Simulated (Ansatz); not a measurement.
[GeF3]- (GeF3⁻), relaxed as a singlet with RKS r2SCAN-D4/def2-TZVPD in Ansatz, starting from the GFN2-xTB geometry. Force threshold 0.02 eV/Å.

Start:

Cartesian coordinates in Å:
```
Ge 0.375 0.397 -0.385
F -1.576 0.879 -0.226
F 0.924 0.267 1.555
F 0.278 -1.543 -0.944
```

**Question.** Estimate the energy that the relaxation releases and the steps that it takes.

**Answer.** 20.6 kcal/mol, in 6 steps; 8 s on 4 threads of Arm Neoverse V2 on a shared host. No frequencies were taken in this run, so the end may be a saddle point.

**Question.** Does the start keep its bonding and symmetry?

**Answer.** By distances, no bond broke or formed. The bond that changes most is Ge1–F4, from 2.02 to 1.82 Å (atoms count from 1). Point group Cs at the start, C3v at the end, both within 0.05 Å.

**Question.** Predict the relaxed structure.

**Answer.** 
Cartesian coordinates in Å:
```
Ge 0.399 0.427 -0.413
F -1.376 0.724 -0.168
F 0.763 0.192 1.351
F 0.213 -1.344 -0.771
```
Bond lengths: 3 × F–Ge 1.82 Å.
